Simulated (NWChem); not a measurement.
System: CdHSI; SMILES [SH][Cd][I]

NWChem input:

```
start job
memory heap 200 mb stack 900 mb global 1100 mb
geometry units angstroms noautoz
  Cd     0.329209     0.816018     0.000270
  I     -0.333571    -1.693174    -0.000757
  S      0.945786     3.081713    -0.000842
  H     -0.337197     3.510270    -0.014848
end
basis spherical
  * library def2-svp
end
ecp
  Cd library def2-ecp
  I library def2-ecp
end
dft
  xc optx lyp
  iterations 150
  mulliken
end
task dft energy
```

Parts of the log:

```
             Northwest Computational Chemistry Package (NWChem) 7.3.0
             --------------------------------------------------------

 CS  symmetry detected

                             Geometry "geometry" -> ""
                             -------------------------

 Output coordinates in angstroms (scale by  1.889725989 to convert to a.u.)

  No.       Tag          Charge          X              Y              Z
 ---- ---------------- ---------- -------------- -------------- --------------
    1 Cd                  48.0000     0.01167464     0.82661897     0.00000000
    2 I                   53.0000     0.00302787    -1.76861657     0.00000000
    3 S                   16.0000     0.03698835     3.17457534     0.00000000
    4 H                    1.0000    -1.31267355     3.26576233     0.00000000

 Effective nuclear repulsion energy (a.u.)     803.3858047511

      Symmetry information
      --------------------

 Group name             Cs
 Group number              2
 Group order               2
 No. of unique centers     4

                                 NWChem DFT Module
                                 -----------------

 Summary of "ao basis" -> "ao basis" (spherical)
 ------------------------------------------------------------------------------
       Tag                 Description            Shells   Functions and Types
 ---------------- ------------------------------  ------  ---------------------
 Cd                         def2-svp                11       31   5s3p2d1f
 I                          def2-svp                10       26   4s4p2d
 S                          def2-svp                 8       18   4s3p1d
 H                          def2-svp                 3        5   2s1p

      Symmetry analysis of basis
      --------------------------

        a'         56
        a"         24

            General Information
            -------------------
          SCF calculation type: DFT
          Wavefunction type:  closed shell.
          No. of atoms     :     4
          No. of electrons :    62
           Alpha electrons :    31
            Beta electrons :    31
          Charge           :     0
          Spin multiplicity:     1
          Use of symmetry is: on ; symmetry adaption is: on
          Maximum number of iterations: 150
          AO basis - number of functions:    80
                     number of shells:    32
          Convergence on energy requested:  1.00D-06
          Convergence on density requested:  1.00D-05
          Convergence on gradient requested:  5.00D-04

              XC Information
              --------------
                        Slater Exchange Functional  1.052 local
                      OPTX     Exchange Functional  1.432 non-local
              Lee-Yang-Parr Correlation Functional  1.000

             Grid Information
             ----------------
          Grid used for XC integration:  medium
          Radial quadrature: Mura-Knowles
          Angular quadrature: Lebedev.
          Tag              B.-S. Rad. Rad. Pts. Rad. Cut. Ang. Pts.
          ---              ---------- --------- --------- ---------
          Cd                  1.55      123           9.0       590
          I                   1.40      123          13.0       590
          S                   1.00       88          12.0       590
          H                   0.35       45          13.0       434
          Grid pruning is: on
          Number of quadrature shells:   379
          Spatial weights used:  Erf1

      Superposition of Atomic Density Guess
      -------------------------------------

 Sum of atomic energies:        -936.94740336

      Non-variational initial energy
      ------------------------------

 Total energy =    -861.753068
 1-e energy   =   -1822.925020
 2-e energy   =     731.669767
 HOMO         =      -0.310577
 LUMO         =      -0.042910

      Symmetry analysis of molecular orbitals - initial
      -------------------------------------------------

  Numbering of irreducible representations:

     1 a'          2 a"

  Orbital symmetries:

     1 a'          2 a'          3 a'          4 a'          5 a'
     6 a"          7 a'          8 a'          9 a"         10 a'
    11 a'         12 a'         13 a"         14 a'         15 a'
    16 a"         17 a'         18 a"         19 a'         20 a'
    21 a'         22 a"         23 a'         24 a'         25 a"
    26 a'         27 a'         28 a'         29 a"         30 a'
    31 a"         32 a'         33 a'         34 a"         35 a'
    36 a'         37 a'         38 a'         39 a"         40 a'
    41 a'

     ---------------------------------------------
      Total Density - Mulliken Population Analysis
     ---------------------------------------------

    Atom       Charge   Shell Charges
 -----------   ------   -------------------------------------------------------
    1 Cd  20    19.08  -0.37  1.62  0.74  0.59  0.27  5.95  0.19  0.09  9.11  0.89  0.00
    2 I   25    25.51   1.83  0.22  1.23  0.68  2.92  3.13  2.67  2.81  9.83  0.18
    3 S   16    16.61   2.00  1.99  1.21  0.65  5.94  1.82  2.98  0.02
    4 H    1     0.80   0.58  0.19  0.03

   convergence    iter        energy       DeltaE   RMS-Dens  Diis-err
 ---------------- ----- ----------------- --------- --------- ---------
 d= 0,ls=0.0,diis     1   -864.6139952892 -1.09D+03  2.16D-02  3.34D-01
 d= 0,ls=0.0,diis     2   -864.5734029465  4.06D-02  1.35D-02  5.23D-01
 d= 0,ls=0.0,diis     3   -864.6613544514 -8.80D-02  3.07D-03  4.93D-02
 d= 0,ls=0.0,diis     4   -864.6684338213 -7.08D-03  8.15D-04  2.95D-03
 d= 0,ls=0.0,diis     5   -864.6689185338 -4.85D-04  3.38D-04  2.43D-04
  Resetting Diis
 d= 0,ls=0.0,diis     6   -864.6689580959 -3.96D-05  1.24D-04  4.31D-05
 d= 0,ls=0.0,diis     7   -864.6689659189 -7.82D-06  7.08D-05  4.43D-06
 d= 0,ls=0.0,diis     8   -864.6689646453  1.27D-06  4.98D-05  1.12D-05
 d= 0,ls=0.0,diis     9   -864.6689665515 -1.91D-06  6.68D-06  1.64D-07
 d= 0,ls=0.0,diis    10   -864.6689665802 -2.87D-08  8.87D-07  2.83D-09

         Total DFT energy =     -864.668966580172
      One electron energy =    -1824.027486571697
           Coulomb energy =      794.159709057467
    Exchange-Corr. energy =      -64.303374384390
 Nuclear repulsion energy =      229.502185318448

 Numeric. integr. density =       61.999994710707

                  Occupations of the irreducible representations
                  ----------------------------------------------

                     irrep           alpha         beta
                     --------     --------     --------
                     a'               22.0         22.0
                     a"                9.0          9.0

                       DFT Final Molecular Orbital Analysis
                       ------------------------------------

 Vector   29  Occ=2.000000D+00  E=-2.334430D-01  Symmetry=a"
              MO Center=  5.0D-03, -7.6D-01, -5.2D-16, r^2= 5.4D+00
   Bfn.  Coefficient  Atom+Function         Bfn.  Coefficient  Atom+Function
  ----- ------------  ---------------      ----- ------------  ---------------
    44      0.541395  2 I  pz                47      0.457955  2 I  pz
    70      0.254590  3 S  pz                41     -0.218123  2 I  pz
    67      0.184456  3 S  pz                38     -0.176783  2 I  pz
    14      0.110241  1 Cd pz                64      0.104985  3 S  pz
    11      0.088052  1 Cd pz                 8     -0.075507  1 Cd pz

 Vector   30  Occ=2.000000D+00  E=-2.309781D-01  Symmetry=a'
              MO Center=  5.8D-03, -1.6D+00,  3.8D-15, r^2= 2.3D+00
   Bfn.  Coefficient  Atom+Function         Bfn.  Coefficient  Atom+Function
  ----- ------------  ---------------      ----- ------------  ---------------
    42      0.604296  2 I  px                45      0.522654  2 I  px
    39     -0.244016  2 I  px                36     -0.197655  2 I  px
    15      0.102445  1 Cd d -2              12      0.074002  1 Cd px
     9      0.063174  1 Cd px                 6     -0.053572  1 Cd px
    77      0.033465  4 H  s                 61     -0.031236  3 S  s

 Vector   31  Occ=2.000000D+00  E=-2.173153D-01  Symmetry=a"
              MO Center=  1.0D-02,  2.1D+00, -1.1D-15, r^2= 5.4D+00
   Bfn.  Coefficient  Atom+Function         Bfn.  Coefficient  Atom+Function
  ----- ------------  ---------------      ----- ------------  ---------------
    70      0.574001  3 S  pz                67      0.405141  3 S  pz
    44     -0.272948  2 I  pz                47     -0.262563  2 I  pz
    64      0.230133  3 S  pz                16     -0.149950  1 Cd d -1
    41      0.111487  2 I  pz                38      0.090046  2 I  pz
    14      0.080588  1 Cd pz                11      0.040592  1 Cd pz

 Vector   32  Occ=0.000000D+00  E=-8.734673D-02  Symmetry=a'
              MO Center= -3.3D-02,  6.6D-01,  6.8D-15, r^2= 6.2D+00
   Bfn.  Coefficient  Atom+Function         Bfn.  Coefficient  Atom+Function
  ----- ------------  ---------------      ----- ------------  ---------------
     5      0.693214  1 Cd s                  4      0.596661  1 Cd s
    46     -0.465817  2 I  py                69      0.459354  3 S  py
     2     -0.326093  1 Cd s                 43     -0.323378  2 I  py
    61     -0.271346  3 S  s                 66      0.243125  3 S  py
    35     -0.221947  2 I  s                 34     -0.202847  2 I  s

[...]
```

Level: OLYP/def2-SVP with def2 effective core potentials on Cd, I. Coordinates come from a PBE0/def2-SVP optimisation. def2 effective core potentials on Cd, I; no spin-orbit coupling.
